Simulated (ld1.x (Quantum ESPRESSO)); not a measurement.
Results of a calculation; reference values are marked as such.
Pseudopotentials across the periodic table

Generated with ld1.x 7.5 (TM, RRKJ, ultrasoft, PAW), atompaw 4.2 or ONCVPSP 4.0.1. The cutoff is in Ry: for ld1.x and atompaw files where the sum of valence levels is converged to 10 mRy in a Bessel basis, for ONCV files where the hardest occupied wave has 1 mHa per electron of residual kinetic energy. The error is the largest all-electron minus pseudo excitation energy over each file’s own four to seven test configurations (ionisations up to +4, promotions, holes and added fractions of an electron), all of which were solved. The labels leave out finer settings (local radius, basis sizes, second energies), which also bear on the numbers. Spin-polarised tests are not counted. The rows are a selection from randomly drawn settings: files with unsolved tests, undetermined cutoffs or missed reference levels are left out.

A true bound ghost makes a file unfit for plane-wave use even where its test errors are small: the radial tests pick states by their node count and pass the ghost by.

| element | potential | cutoff (Ry) | largest error (meV) | bound ghosts |
| --- | --- | --- | --- | --- |
| O | PAW, PBEsol, scalar-relativistic, rc 0.70/1.45 (sp), local smoothed, core correction yes, reference 2s1 2p5 | 60 | +70 | none |
| Ni | RRKJ, LDA (PZ), scalar-relativistic, rc 2.30/3.55/1.50 (spd), local d, core correction no, reference 3d8 4s2 4p0 | 120 | -51 | s, p |
| Nb | TM, PBE, scalar-relativistic, rc 3.25/3.95/1.60 (spd), local p, core correction no, reference 4d3 5s2 5p0 | 40 | +82 | none |
| Sb | TM semilocal, PBE, scalar-relativistic, rc 1.70/2.25/2.20 (spd), local d, core correction yes, reference 5s1.5 5p3.5 | 25 | -400 | none |

Q: Fill in the row for Ar: ultrasoft, PBE, non-relativistic, rc 1.25/1.20 (sp), local smoothed, core correction yes, reference 3s2 3p6.

A: cutoff 30 Ry, largest error +21 meV, bound ghosts: none.

Q: Fill in the row for Ar: RRKJ, LDA (PZ), non-relativistic, rc 1.15/1.15 (sp), local smoothed, core correction no, reference 3s2 3p6.

A: cutoff 70 Ry, largest error +376 meV, bound ghosts: none.
